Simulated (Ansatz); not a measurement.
`OC([SiH3])[TeH]` and `O[SiH2]C(O)[SiH3]` differ in one atom or group.

Ansatz, PBE0-D4/def2-TZVP geometries, multiplicity 1. Each molecule was computed in one conformer, which needn't be the lowest.

Elements past krypton have def2 core potentials.

```tsv
property	`OC([SiH3])[TeH]`
LUMO energy (PBE0/def2-TZVPP) / eV	-0.97
LUMO energy (PBE/def2-TZVPP) / eV	-1.79
HOMO–LUMO gap (B3LYP/def2-TZVPP) / eV	5.03
HOMO energy (ωB97M-V/def2-TZVPP) / eV	-8.55
size of the dipole moment (ωB97M-V/def2-TZVPP) / D	1.48
HOMO energy (B3LYP/def2-TZVPP) / eV	-6.23
```

(1) Give the same properties after the change, and the shifts. (Best estimate.)

Answers

(1) Computed: 
```json
{"property": "LUMO energy (PBE0/def2-TZVPP) / eV", "`O[SiH2]C(O)[SiH3]`": "-0.14", "shift": "0.83"}
{"property": "LUMO energy (PBE/def2-TZVPP) / eV", "`O[SiH2]C(O)[SiH3]`": "-1.04", "shift": "0.75"}
{"property": "HOMO–LUMO gap (B3LYP/def2-TZVPP) / eV", "`O[SiH2]C(O)[SiH3]`": "7.28", "shift": "2.25"}
{"property": "HOMO energy (ωB97M-V/def2-TZVPP) / eV", "`O[SiH2]C(O)[SiH3]`": "-10.18", "shift": "-1.63"}
{"property": "size of the dipole moment (ωB97M-V/def2-TZVPP) / D", "`O[SiH2]C(O)[SiH3]`": "2.08", "shift": "0.60"}
{"property": "HOMO energy (B3LYP/def2-TZVPP) / eV", "`O[SiH2]C(O)[SiH3]`": "-7.66", "shift": "-1.43"}
```

With PBE0 the HOMO falls by 1.44 eV and the LUMO rises by 0.83 eV, so the gap widens by about 2.27 eV. PBE moves the HOMO by -1.02 eV and ωB97M-V by -1.63 eV. Dipoles are sizes alone; their direction can turn.

B3LYP here is the variant with VWN-RPA as its local correlation; programs differ in this.

Spin–orbit coupling is left out; it splits and shifts lone-pair levels of the heavy atoms by tenths of an eV.
